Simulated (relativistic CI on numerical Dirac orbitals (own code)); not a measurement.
Computed by Dirac-Coulomb-Breit CI, orbitals from a KLI potential per configuration, QED by a radiative potential, unscaled Slater integrals (own radial code, finite nucleus).

CI space (outside the closed core [Ar] 3d10): 4s2 4p6 4d, 4s2 4p6 5s, 4s2 4p6 4f, 4s2 4p5 4d2, 4s2 4p6 5p, 4s2 4p6 5d, 4s 4p6 4d2, 4s2 4p6 6s, 4s2 4p5 4d 4f, 4s2 4p6 6p, 4s2 4p6 5f, 4s2 4p6 6d, 4s2 4p6 5g, 4s2 4p6 7s, 4s2 4p6 7p, 4s2 4p5 4d 5s, 4s2 4p6 6f, 4s2 4p6 8s, 4s 4p6 4d 4f, 4s2 4p5 4d 5p, 4s2 4p5 4d 5d, 4s2 4p5 4d 6s, 4s2 4p5 4d 6p, 4s2 4p5 4d 5f, 4p6 4d3, 4p5 4d4. Double excitations out of closed p, d and f shells are left out; levels of such configurations are missing from the list, as are those of other unlisted configurations, and high levels can miss mixing partners. These lack a partner that the ground configuration has and come out too high: 4s2 4p5 4d 4f, 4s2 4p5 4d 5s, 4s2 4p5 4d 5p, 4s2 4p5 4d 5d, 4s2 4p5 4d 6s.

At this charge configurations can still be misplaced by up to about 7 % of their energy.

Outline of the computed level scheme of Tc VII. Lowest level of each configuration: 4s2 4p6 4d 2D_3/2 at 0.0000 eV; 4s2 4p6 5s 2S_1/2 at 21.1986 eV; 4s2 4p6 5p 2P°_1/2 at 30.2108 eV; 4s2 4p6 4f 2F°_5/2 at 39.2791 eV; 4s2 4p5 4d2 4D°_1/2 at 39.3566 eV; 4s2 4p6 5d 2D_3/2 at 44.8701 eV.

Some strong electric-dipole decays among the lowest 45 levels: 4s2 4p6 5p 2P°_1/2 → 4s2 4p6 4d 2D_3/2 (1.1e+10 s⁻¹); 4s2 4p6 5p 2P°_3/2 → 4s2 4p6 4d 2D_5/2 (1.0e+10 s⁻¹); 4s2 4p5 4d2 2F°_7/2 → 4s2 4p6 4d 2D_5/2 (8.0e+09 s⁻¹); 4s2 4p6 5d 2D_5/2 → 4s2 4p6 5p 2P°_3/2 (5.6e+09 s⁻¹); 4s2 4p6 4f 2F°_7/2 → 4s2 4p6 4d 2D_5/2 (5.3e+09 s⁻¹); 4s2 4p6 5d 2D_3/2 → 4s2 4p6 5p 2P°_1/2 (5.2e+09 s⁻¹); 4s2 4p5 4d2 2F°_5/2 → 4s2 4p6 4d 2D_3/2 (4.0e+09 s⁻¹); 4s2 4p6 4f 2F°_5/2 → 4s2 4p6 4d 2D_3/2 (3.9e+09 s⁻¹).

LS names give the leading component of a level, which can be under half, so a name can repeat, a term be missing and a line seem to break the LS rules.
